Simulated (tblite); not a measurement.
Record of a relaxation.

Species: C₇H₉NOS.
SMILES with atom numbers: `[CH2:1]=[C:2]1[C@@H:3]([C:4]#[N:5])[C@@H:6]([CH3:7])[CH2:8][S@:9]1=[O:10]` (hydrogens: H11, H12 on C1; H13 on C3; H14 on C6; H15, H16, H17 on C7; H18, H19 on C8)

Computed with GFN2-xTB (tblite), gas phase: L-BFGS steps from a force-field or distance-geometry start until the largest atomic force falls under 0.01 eV/Å. 8 of its 146 geometries are shown.

Step 0: E = -808.4014 eV, largest atomic force 3.524 eV/Å
```
atom  x, y, z in Å  |  force x, y, z in eV/Å
C1      2.512    0.136   -0.166   -1.173  -0.375   0.575
C2      1.285    0.019    0.343    0.756  -0.113  -0.795
C3      0.187    1.009    0.418    0.546   1.136   0.399
C4      0.394    2.106   -0.523   -0.365  -0.980   1.316
N5      0.575    2.957   -1.250    0.160   0.734  -0.717
C6     -1.079    0.239    0.179   -1.967   0.500   0.993
C7     -1.250   -0.328   -1.188   -1.093  -0.887  -1.538
C8     -1.108   -0.894    1.208   -0.153   0.299  -1.339
S9      0.627   -1.444    1.152    1.764  -2.965   0.719
O10     0.807   -2.647    0.258   -0.622   1.774   0.789
H11     2.815    1.058   -0.630    0.249  -0.058  -0.020
H12     3.167   -0.718   -0.107    0.113   0.185  -0.166
H13     0.167    1.352    1.494    0.028   0.297  -0.864
H14    -1.948    0.888    0.422    0.244   0.034  -0.240
H15    -0.404   -0.164   -1.860   -0.191   0.023   0.168
H16    -2.183    0.075   -1.663    0.949  -0.229   0.181
H17    -1.425   -1.426   -1.100    0.342   0.735  -0.422
H18    -1.407   -0.492    2.168    0.235  -0.442   0.315
H19    -1.742   -1.717    0.837    0.176   0.332   0.646
```

Step 21: E = -808.9831 eV, largest atomic force 0.089 eV/Å
```
atom  x, y, z in Å  |  force x, y, z in eV/Å
C1      2.450    0.089   -0.134    0.031   0.004  -0.004
C2      1.250   -0.008    0.397    0.010  -0.007   0.010
C3      0.154    1.021    0.415    0.037  -0.004   0.034
C4      0.363    2.081   -0.540   -0.010   0.007   0.023
N5      0.547    2.941   -1.270   -0.016  -0.030  -0.052
C6     -1.148    0.226    0.194   -0.030  -0.019   0.082
C7     -1.256   -0.300   -1.243    0.017   0.004   0.008
C8     -1.060   -0.897    1.219    0.033  -0.058   0.022
S9      0.688   -1.555    1.220   -0.033   0.037  -0.014
O10     0.769   -2.617    0.220   -0.002   0.045  -0.017
H11     2.785    0.977   -0.647    0.013   0.005  -0.006
H12     3.141   -0.735   -0.086   -0.013  -0.015  -0.005
H13     0.124    1.493    1.409    0.000  -0.017   0.009
H14    -2.010    0.858    0.425   -0.046   0.044  -0.022
H15    -0.369   -0.052   -1.820    0.029   0.025  -0.024
H16    -2.116    0.134   -1.746    0.017  -0.033  -0.028
H17    -1.355   -1.383   -1.256   -0.024   0.009   0.003
H18    -1.244   -0.533    2.230    0.013  -0.005  -0.010
H19    -1.725   -1.730    1.006   -0.025   0.009  -0.009
```

Step 41: E = -808.9896 eV, largest atomic force 0.015 eV/Å
```
atom  x, y, z in Å  |  force x, y, z in eV/Å
C1      2.446    0.087   -0.127    0.000   0.006   0.002
C2      1.248    0.000    0.413    0.001   0.007   0.001
C3      0.153    1.030    0.438   -0.005   0.000  -0.007
C4      0.346    2.068   -0.545    0.003  -0.004  -0.009
N5      0.504    2.885   -1.328    0.002   0.006  -0.001
C6     -1.148    0.232    0.210    0.001  -0.002   0.001
C7     -1.231   -0.293   -1.231   -0.006   0.004   0.008
C8     -1.062   -0.899    1.225   -0.002  -0.005   0.005
S9      0.680   -1.561    1.198    0.010  -0.005  -0.002
O10     0.755   -2.587    0.159   -0.012  -0.003  -0.005
H11     2.792    0.973   -0.636    0.005   0.004   0.003
H12     3.120   -0.752   -0.095    0.001   0.005   0.004
H13     0.123    1.509    1.428    0.008  -0.012   0.000
H14    -2.015    0.864    0.430    0.001  -0.003  -0.010
H15    -0.336   -0.040   -1.796   -0.009  -0.007   0.009
H16    -2.084    0.135   -1.752    0.003   0.001  -0.007
H17    -1.329   -1.375   -1.247    0.006   0.007   0.001
H18    -1.233   -0.545    2.241    0.003   0.003   0.003
H19    -1.739   -1.722    1.008   -0.010  -0.003   0.004
```

Step 62: E = -808.9911 eV, largest atomic force 0.026 eV/Å
```
atom  x, y, z in Å  |  force x, y, z in eV/Å
C1      2.460    0.103   -0.103   -0.005  -0.002  -0.001
C2      1.250   -0.005    0.405   -0.007  -0.013  -0.001
C3      0.154    1.025    0.429   -0.004  -0.002  -0.004
C4      0.344    2.061   -0.556   -0.005   0.003  -0.012
N5      0.496    2.878   -1.341    0.005  -0.005   0.007
C6     -1.150    0.229    0.211    0.006   0.012  -0.011
C7     -1.235   -0.306   -1.227    0.000   0.001   0.005
C8     -1.058   -0.894    1.233   -0.012   0.008  -0.004
S9      0.669   -1.584    1.153    0.026   0.003  -0.004
O10     0.700   -2.582    0.086    0.008   0.014  -0.003
H11     2.807    1.004   -0.585    0.009   0.000   0.005
H12     3.144   -0.727   -0.072   -0.002  -0.001   0.005
H13     0.130    1.504    1.419    0.000   0.009   0.000
H14    -2.016    0.863    0.427    0.004  -0.005  -0.004
H15    -0.331   -0.074   -1.787   -0.007  -0.006   0.004
H16    -2.076    0.131   -1.759    0.004   0.004   0.009
H17    -1.350   -1.387   -1.233   -0.009   0.002  -0.003
H18    -1.189   -0.525    2.249   -0.004  -0.010   0.010
H19    -1.758   -1.704    1.044   -0.008  -0.010   0.004
```

Step 83: E = -808.9990 eV, largest atomic force 0.108 eV/Å
```
atom  x, y, z in Å  |  force x, y, z in eV/Å
C1      2.515    0.165    0.023    0.014   0.003   0.060
C2      1.260    0.023    0.396   -0.004  -0.032   0.015
C3      0.137    1.029    0.377    0.051  -0.007   0.009
C4      0.344    2.022   -0.647   -0.043   0.026  -0.015
N5      0.536    2.823   -1.439   -0.024  -0.032  -0.026
C6     -1.164    0.213    0.220    0.013   0.005   0.005
C7     -1.322   -0.335   -1.203    0.003  -0.043  -0.040
C8     -1.006   -0.914    1.230   -0.019   0.015  -0.029
S9      0.690   -1.622    0.994    0.042   0.054   0.083
O10     0.658   -2.486   -0.181   -0.003  -0.075  -0.051
H11     2.928    1.078   -0.376   -0.069   0.013  -0.006
H12     3.189   -0.672    0.111    0.020   0.035  -0.048
H13     0.110    1.562    1.340    0.039  -0.029   0.010
H14    -2.032    0.827    0.485    0.017   0.012  -0.027
H15    -0.368   -0.337   -1.729   -0.050  -0.031   0.021
H16    -2.030    0.253   -1.783    0.077   0.055   0.030
H17    -1.680   -1.363   -1.174   -0.009   0.069  -0.040
H18    -1.037   -0.553    2.257   -0.021   0.012   0.019
H19    -1.738   -1.704    1.092   -0.034  -0.052   0.030
```

Step 104: E = -809.0881 eV, largest atomic force 0.117 eV/Å
```
atom  x, y, z in Å  |  force x, y, z in eV/Å
C1      2.569    0.256    0.129   -0.054  -0.012  -0.039
C2      1.303    0.022    0.415   -0.016   0.015   0.033
C3      0.154    0.998    0.349    0.011  -0.008   0.060
C4      0.310    1.907   -0.758    0.063   0.079  -0.059
N5      0.451    2.622   -1.639   -0.004   0.014   0.015
C6     -1.154    0.186    0.251   -0.025  -0.006  -0.014
C7     -1.417   -0.277   -1.179    0.004  -0.068  -0.040
C8     -0.966   -0.992    1.195   -0.009  -0.001   0.004
S9      0.759   -1.643    0.975    0.025   0.025  -0.024
O10     0.771   -2.487   -0.218   -0.013  -0.019  -0.016
H11     2.913    1.212   -0.232   -0.013   0.004  -0.006
H12     3.312   -0.520    0.214   -0.057   0.008   0.025
H13     0.138    1.598    1.271    0.040  -0.025   0.008
H14    -1.994    0.803    0.590   -0.023   0.000  -0.021
H15    -0.550   -0.797   -1.582   -0.003  -0.028   0.027
H16    -1.639    0.572   -1.824    0.012  -0.035   0.022
H17    -2.263   -0.964   -1.205    0.021   0.071   0.008
H18    -1.038   -0.689    2.239    0.022   0.010   0.023
H19    -1.669   -1.798    1.001    0.019  -0.024  -0.006
```

Step 124: E = -809.1009 eV, largest atomic force 0.066 eV/Å
```
atom  x, y, z in Å  |  force x, y, z in eV/Å
C1      2.552    0.267    0.094    0.003   0.018  -0.009
C2      1.293    0.031    0.407    0.020   0.007  -0.024
C3      0.144    1.002    0.354   -0.002   0.000   0.017
C4      0.314    1.947   -0.724   -0.030   0.004   0.015
N5      0.463    2.695   -1.575    0.000   0.004   0.007
C6     -1.158    0.180    0.244    0.009   0.000  -0.004
C7     -1.402   -0.312   -1.180    0.020  -0.011   0.055
C8     -0.964   -0.988    1.202    0.016   0.002  -0.017
S9      0.764   -1.631    0.971    0.002  -0.025   0.018
O10     0.769   -2.475   -0.225   -0.011  -0.015   0.011
H11     2.882    1.227   -0.272    0.016  -0.031  -0.008
H12     3.297   -0.507    0.175   -0.030   0.021  -0.002
H13     0.126    1.574    1.293    0.007   0.023   0.027
H14    -2.007    0.794    0.567   -0.004   0.016  -0.028
H15    -0.619   -1.000   -1.488    0.038  -0.034  -0.011
H16    -1.427    0.518   -1.879    0.000   0.062  -0.022
H17    -2.355   -0.830   -1.232   -0.041  -0.052  -0.006
H18    -1.032   -0.676    2.244    0.015  -0.006  -0.007
H19    -1.652   -1.808    1.017   -0.027   0.019  -0.012
```

Step 145: E = -809.1135 eV, largest atomic force 0.009 eV/Å
```
atom  x, y, z in Å  |  force x, y, z in eV/Å
C1      2.479    0.196   -0.086    0.002  -0.001  -0.001
C2      1.264    0.035    0.395   -0.005  -0.002   0.005
C3      0.132    1.024    0.414   -0.002   0.001   0.002
C4      0.288    2.052   -0.586   -0.005  -0.007   0.001
N5      0.417    2.866   -1.378    0.000   0.006  -0.003
C6     -1.156    0.195    0.229   -0.003   0.003  -0.004
C7     -1.279   -0.326   -1.200    0.002   0.005  -0.005
C8     -1.012   -0.955    1.216    0.000   0.002  -0.002
S9      0.743   -1.572    1.121    0.001  -0.001   0.000
O10     0.817   -2.543    0.030    0.003  -0.003  -0.001
H11     2.801    1.112   -0.556    0.004   0.003   0.002
H12     3.195   -0.607   -0.044    0.002  -0.003  -0.002
H13     0.105    1.519    1.396    0.003   0.001   0.005
H14    -2.033    0.806    0.473   -0.003   0.002  -0.002
H15    -0.455   -0.996   -1.436    0.003  -0.001   0.000
H16    -1.272    0.497   -1.910   -0.002  -0.001  -0.005
H17    -2.210   -0.876   -1.318   -0.003   0.000   0.004
H18    -1.162   -0.631    2.245   -0.002  -0.002   0.000
H19    -1.674   -1.788    0.990    0.005  -0.002   0.006
```

**Question.** Summarise the path.

**Answer.** The energy falls by 68.71 kJ/mol from step 0 to step 145; nine tenths of that is first reached at step 92. It rises by more than 0.2 meV at steps 80, 84, 90 and 93. The largest force goes from 3.524 to 0.009 eV/Å. Among the bonds S9=O10 changes most, from 1.509 to 1.462 Å; the atoms move by 0.418 Å rms after alignment.

**Question.** Follow the three bonds and two angles with the largest change from start to end.

**Answer.** 
```json
{"step": "0", "E above end (kJ/mol)": "68.71", "largest force (eV/Å)": "3.524", "S9=O10 (Å)": "1.509", "C2–S9 (Å)": "1.796", "C8–S9 (Å)": "1.821", "S9–C8–H18 (°)": "113.8", "C6–C8–S9 (°)": "100.7"}
{"step": "6", "E above end (kJ/mol)": "20.35", "largest force (eV/Å)": "0.410", "S9=O10 (Å)": "1.460", "C2–S9 (Å)": "1.847", "C8–S9 (Å)": "1.887", "S9–C8–H18 (°)": "109.5", "C6–C8–S9 (°)": "108.0"}
{"step": "13", "E above end (kJ/mol)": "14.34", "largest force (eV/Å)": "0.179", "S9=O10 (Å)": "1.461", "C2–S9 (Å)": "1.843", "C8–S9 (Å)": "1.877", "S9–C8–H18 (°)": "105.5", "C6–C8–S9 (°)": "107.8"}
{"step": "19", "E above end (kJ/mol)": "12.77", "largest force (eV/Å)": "0.091", "S9=O10 (Å)": "1.461", "C2–S9 (Å)": "1.839", "C8–S9 (Å)": "1.863", "S9–C8–H18 (°)": "106.0", "C6–C8–S9 (°)": "108.3"}
{"step": "25", "E above end (kJ/mol)": "12.29", "largest force (eV/Å)": "0.068", "S9=O10 (Å)": "1.461", "C2–S9 (Å)": "1.838", "C8–S9 (Å)": "1.864", "S9–C8–H18 (°)": "106.0", "C6–C8–S9 (°)": "108.2"}
{"step": "32", "E above end (kJ/mol)": "12.07", "largest force (eV/Å)": "0.035", "S9=O10 (Å)": "1.461", "C2–S9 (Å)": "1.838", "C8–S9 (Å)": "1.864", "S9–C8–H18 (°)": "105.6", "C6–C8–S9 (°)": "108.1"}
{"step": "38", "E above end (kJ/mol)": "11.97", "largest force (eV/Å)": "0.027", "S9=O10 (Å)": "1.461", "C2–S9 (Å)": "1.838", "C8–S9 (Å)": "1.866", "S9–C8–H18 (°)": "105.8", "C6–C8–S9 (°)": "107.9"}
{"step": "44", "E above end (kJ/mol)": "11.94", "largest force (eV/Å)": "0.014", "S9=O10 (Å)": "1.461", "C2–S9 (Å)": "1.839", "C8–S9 (Å)": "1.863", "S9–C8–H18 (°)": "106.1", "C6–C8–S9 (°)": "107.8"}
{"step": "50", "E above end (kJ/mol)": "11.91", "largest force (eV/Å)": "0.018", "S9=O10 (Å)": "1.461", "C2–S9 (Å)": "1.840", "C8–S9 (Å)": "1.864", "S9–C8–H18 (°)": "106.1", "C6–C8–S9 (°)": "107.7"}
{"step": "57", "E above end (kJ/mol)": "11.86", "largest force (eV/Å)": "0.033", "S9=O10 (Å)": "1.461", "C2–S9 (Å)": "1.839", "C8–S9 (Å)": "1.865", "S9–C8–H18 (°)": "106.1", "C6–C8–S9 (°)": "107.5"}
{"step": "63", "E above end (kJ/mol)": "11.81", "largest force (eV/Å)": "0.018", "S9=O10 (Å)": "1.461", "C2–S9 (Å)": "1.841", "C8–S9 (Å)": "1.862", "S9–C8–H18 (°)": "106.1", "C6–C8–S9 (°)": "107.5"}
{"step": "69", "E above end (kJ/mol)": "11.77", "largest force (eV/Å)": "0.019", "S9=O10 (Å)": "1.461", "C2–S9 (Å)": "1.840", "C8–S9 (Å)": "1.863", "S9–C8–H18 (°)": "106.1", "C6–C8–S9 (°)": "107.2"}
{"step": "76", "E above end (kJ/mol)": "11.65", "largest force (eV/Å)": "0.047", "S9=O10 (Å)": "1.461", "C2–S9 (Å)": "1.839", "C8–S9 (Å)": "1.863", "S9–C8–H18 (°)": "105.9", "C6–C8–S9 (°)": "107.1"}
{"step": "82", "E above end (kJ/mol)": "11.24", "largest force (eV/Å)": "0.092", "S9=O10 (Å)": "1.460", "C2–S9 (Å)": "1.839", "C8–S9 (Å)": "1.854", "S9–C8–H18 (°)": "105.8", "C6–C8–S9 (°)": "107.0"}
{"step": "88", "E above end (kJ/mol)": "8.97", "largest force (eV/Å)": "0.159", "S9=O10 (Å)": "1.461", "C2–S9 (Å)": "1.835", "C8–S9 (Å)": "1.853", "S9–C8–H18 (°)": "106.0", "C6–C8–S9 (°)": "107.1"}
{"step": "95", "E above end (kJ/mol)": "4.99", "largest force (eV/Å)": "0.137", "S9=O10 (Å)": "1.461", "C2–S9 (Å)": "1.836", "C8–S9 (Å)": "1.848", "S9–C8–H18 (°)": "106.6", "C6–C8–S9 (°)": "107.5"}
{"step": "101", "E above end (kJ/mol)": "2.88", "largest force (eV/Å)": "0.076", "S9=O10 (Å)": "1.462", "C2–S9 (Å)": "1.836", "C8–S9 (Å)": "1.858", "S9–C8–H18 (°)": "106.3", "C6–C8–S9 (°)": "108.2"}
{"step": "107", "E above end (kJ/mol)": "2.15", "largest force (eV/Å)": "0.129", "S9=O10 (Å)": "1.462", "C2–S9 (Å)": "1.837", "C8–S9 (Å)": "1.857", "S9–C8–H18 (°)": "105.4", "C6–C8–S9 (°)": "108.0"}
{"step": "113", "E above end (kJ/mol)": "1.75", "largest force (eV/Å)": "0.066", "S9=O10 (Å)": "1.462", "C2–S9 (Å)": "1.838", "C8–S9 (Å)": "1.858", "S9–C8–H18 (°)": "105.1", "C6–C8–S9 (°)": "108.3"}
{"step": "120", "E above end (kJ/mol)": "1.41", "largest force (eV/Å)": "0.058", "S9=O10 (Å)": "1.462", "C2–S9 (Å)": "1.834", "C8–S9 (Å)": "1.856", "S9–C8–H18 (°)": "105.8", "C6–C8–S9 (°)": "107.9"}
{"step": "126", "E above end (kJ/mol)": "1.07", "largest force (eV/Å)": "0.064", "S9=O10 (Å)": "1.463", "C2–S9 (Å)": "1.836", "C8–S9 (Å)": "1.859", "S9–C8–H18 (°)": "106.7", "C6–C8–S9 (°)": "107.7"}
{"step": "132", "E above end (kJ/mol)": "0.57", "largest force (eV/Å)": "0.100", "S9=O10 (Å)": "1.463", "C2–S9 (Å)": "1.839", "C8–S9 (Å)": "1.858", "S9–C8–H18 (°)": "106.0", "C6–C8–S9 (°)": "107.7"}
{"step": "139", "E above end (kJ/mol)": "0.03", "largest force (eV/Å)": "0.031", "S9=O10 (Å)": "1.463", "C2–S9 (Å)": "1.839", "C8–S9 (Å)": "1.861", "S9–C8–H18 (°)": "105.9", "C6–C8–S9 (°)": "108.0"}
{"step": "145", "E above end (kJ/mol)": "0.00", "largest force (eV/Å)": "0.009", "S9=O10 (Å)": "1.462", "C2–S9 (Å)": "1.839", "C8–S9 (Å)": "1.862", "S9–C8–H18 (°)": "106.0", "C6–C8–S9 (°)": "107.8"}
```

What follows is the cost of the whole relaxation. Time: 1.2 s of wall time. Hardware: an Arm Neoverse V1 with one thread, shared host.
